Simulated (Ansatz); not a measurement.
Ansatz (an electronic-structure program) input (RI-MP2/def2-QZVPPD):
A basis named .json is the Basis Set Exchange file of that set.

Ansatz 0.2 input:
```yaml
crystal:
  periodic: [false, false, false]
  atoms:
    - {symbol: Sn, position_ang: [-0.00000000, -0.00000000, -0.29954676]}
    - {symbol: F, position_ang: [0.00000000, 0.00000000, 1.66414866]}
basis:
  gaussian:
    orbitals: def2-QZVPPD.json
    fitting: {mean_field: def2-universal-jkfit, correlation: def2-QZVPPD-RIFIT.json}
magnetization: {spin_polarized: true, initial_magnetization: 1}
correlation: {method: mp2, electrons: outside_noble_gas}
```

End of the output:

```
integrals: 0.08 GiB planned
295 factors; integrals over basis functions are off by at most 1.4e0 eV
449 factors; integrals over basis functions are off by at most 7.7e-1 eV
mean field: 0.31 GiB planned
mean field evaluation 1: about -8511.4558 eV, gradient 2.3e1 eV
mean field evaluation 2: about -8512.4309 eV, gradient 2.1e1 eV
mean field evaluation 4: about -8513.6295 eV, gradient 6.3e-1 eV
mean field evaluation 8: about -8512.9147 eV, gradient 6.0e0 eV
mean field -8513.63739572 eV, -312.8704035421 hartree, gradient 1.3e-6 eV, S^2 0.767083; 2 other end points of the search recorded, 0 dependent functions left out
10 core orbitals not correlated, not the lowest: weight in the atoms' cores, before any rotation towards them, 0.918 or more for the frozen orbitals, at most 0.092 for the correlated occupied ones
reference -8513.63739572 eV, -312.8704035421 hartree; 6, 5 occupied and 138, 139 virtual orbitals, 449 factors
second order -9.47195364 eV of doubles, -0.00000000 eV of singles
Total energy: -8523.10934936 eV, -313.2184914180 hartree
```
